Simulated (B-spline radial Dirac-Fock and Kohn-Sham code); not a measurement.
## Auger decay of the 2p3/2 hole in La⁷⁺

System: the La⁷⁺ ion, configuration [Kr] 4d10 5s2 5p2.

The computed values come from a radial B-spline solver: independent-particle radiative and Coulomb Auger rates from relativistic LDA hole-state orbitals, with Dirac-Fock energies. Kinetic energies are configuration averages from the vacuum level; the two-hole energies are estimated from single-hole states.

| transition | kinetic energy (eV) | width (meV) | share (%) |
| --- | --- | --- | --- |
| L3-M1M3 | 2834.3 | 82.5 | 3.0 |
| L3-M2M3 | 2988.3 | 140 | 5.1 |
| L3-M3M3 | 3069.3 | 190 | 6.9 |
| L3-M2M5 | 3277.9 | 87.4 | 3.2 |
| L3-M3M4 | 3343.9 | 201 | 7.3 |
| L3-M3M5 | 3363.9 | 301 | 10.9 |
| L3-M4M5 | 3632.9 | 586 | 21.2 |
| L3-M5M5 | 3651.0 | 391 | 14.1 |
| L3-M5N4 | 4416.6 | 92.2 | 3.3 |
| L3-M5N5 | 4420.3 | 116 | 4.2 |

The listed channels hold 79 % of the non-radiative rate. Summed by principal shells, of 2.77 eV in all: LMM 73.7 %, LMN 23.5 %, LNN 1.9 %, LMO 0.8 %.
